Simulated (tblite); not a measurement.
Compound: C5H11NOSi3.
Structure used (GFN2-xTB), in Å, numbered top down from 1:
```xyz
21
C5H11NOSi3 angstrom
N     -0.766   -3.334   -0.150
C     -0.822   -2.348    0.433
Si    -0.798   -0.732    1.368
C     -2.034    0.560    0.527
C     -2.254    0.015   -0.815
O     -1.530    0.204   -1.766
C     -1.133    1.810    0.519
Si     0.614    1.030    0.747
C      1.625    0.766   -0.834
Si     2.943   -0.605   -0.743
H     -1.364   -1.147    2.663
H     -2.976    0.686    1.056
H     -3.129   -0.660   -0.899
H     -1.401    2.467    1.347
H     -1.271    2.379   -0.399
H      1.405    1.676    1.811
H      2.103    1.706   -1.111
H      0.929    0.525   -1.639
H      2.300   -1.872   -0.393
H      3.909   -0.249    0.304
H      3.641   -0.703   -2.026
```

Computed with GFN2-xTB (tblite): harmonic, unscaled wavenumbers at the GFN2-xTB geometry, gas phase. The method is semi-empirical: single wavenumbers can be off by several per cent or more. Modes of hydrogen on silicon can be 10 to 20 % off. One conformer, not necessarily the lowest.

Harmonic wavenumbers (cm⁻¹): 38.5, 42.0, 66.5, 80.7, 87.8, 102.4, 124.9, 158.3, 189.6, 240.3, 273.6, 291.1, 317.5, 372.3, 389.1, 485.3, 496.9, 511.1, 556.0, 573.1, 594.9, 633.2, 649.6, 673.4, 698.0, 716.1, 734.2, 770.6, 778.5, 791.3, 797.3, 825.0, 894.3, 940.2, 1016.2, 1031.4, 1090.1, 1129.4, 1134.3, 1214.8, 1293.3, 1380.0, 1430.2, 1468.4, 1720.7, 2140.4, 2164.0, 2225.0, 2263.8, 2269.4, 2330.9, 2748.9, 2968.9, 2980.9, 2982.1, 2993.7, 3002.3.

A = 983.9, B = 693.9, C = 559.5 MHz; mass 185.015 u (most abundant isotopes); point group C1, symmetry number 1.

Q: What is the zero-point energy?

A: Half the sum of the wavenumbers: 30436 cm⁻¹ = 364.10 kJ/mol.

Q: Entropy at 500 K, 1 bar (ideal gas, RRHO, classical rotation)?

A: Translation 184.71, rotation 136.61, vibration 325.78: S = 647.1 J/(mol K).

Q: And Cp and H(500 K) − H(0)?

A: Cp = 307.21 J/(mol K), of which vibrations give 273.95 (their classical limit is 57 R = 473.9); H(500 K) − H(0) = 95.17 kJ/mol without the zero-point energy, 78.54 from vibrations.

Q: Blend soft modes into free rotors: weight 1/[1 + (100 cm⁻¹/ν̃)⁴] for the oscillator and the rest for a rotor with moment μB/(μ + B), μ = h/(8π²ν), B = 10⁻⁴⁴ kg m². What vibrational entropy results?

A: 293.37 J/(mol K) in place of 325.78, which changes −T·S at 500 K by +16.21 kJ/mol.

Q: Which modes carry the vibrational entropy at 500 K?

A: 38.5 cm⁻¹: 26.61; 42.0 cm⁻¹: 25.89; 66.5 cm⁻¹: 22.08; 80.7 cm⁻¹: 20.47; 87.8 cm⁻¹: 19.78; 102.4 cm⁻¹: 18.50 J/(mol K); the other 51 give 192.45 together.

Q: How do the functions run with temperature in this model?

A: 
```csv
T (K),S (J/(mol K)),Cp (J/(mol K)),H − H(0) (kJ/mol),G − H(0) (kJ/mol),ln q(vib)
150,386.5,139.4,13.47,-44.51,5.86
250,472.0,199.6,30.45,-87.54,10.24
298.15,509.4,225.7,40.70,-111.18,12.27
400,582.5,272.0,66.14,-166.84,16.41
600,705.7,335.3,127.35,-296.06,23.97
900,853.8,394.0,237.53,-530.89,33.95
```

q(vib) and H(0) count from the zero-point level.

Hindered rotation and anharmonicity are outside this model. Other conformers, if any are populated, would add a mixing term that is left out. The structure is chiral; the term R ln 2 for an equal mix with its mirror image is left out.
